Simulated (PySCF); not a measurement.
NbO, neutral, multiplicity 4. Atoms are numbered in the order given.

```xyz
2

Nb     0.0000     0.0000    -0.2736
O      0.0000     0.0000     1.4021
```
Charge 0, spin multiplicity 4.

Coordinates come from a PBE0-D3(BJ)/def2-TZVPD optimisation. The spin state was assumed, not searched. The def2 effective core potentials stand for the cores of Nb; spin–orbit coupling is left out.

The numbers are results of ωB97X/def2-TZVPD run with PySCF, not measurements.

Mulliken values depend strongly on the basis, most of all with diffuse functions as here. ESP charges are fitted to the potential on shells at 1.4 to 2.0 van der Waals radii. Atomic charges (e):

| atom | Mulliken | ESP fit | Mulliken spin |
|---|---|---|---|
| Nb1 | 0.65 | 0.46 | 3.14 |
| O2 | -0.65 | -0.46 | -0.14 |
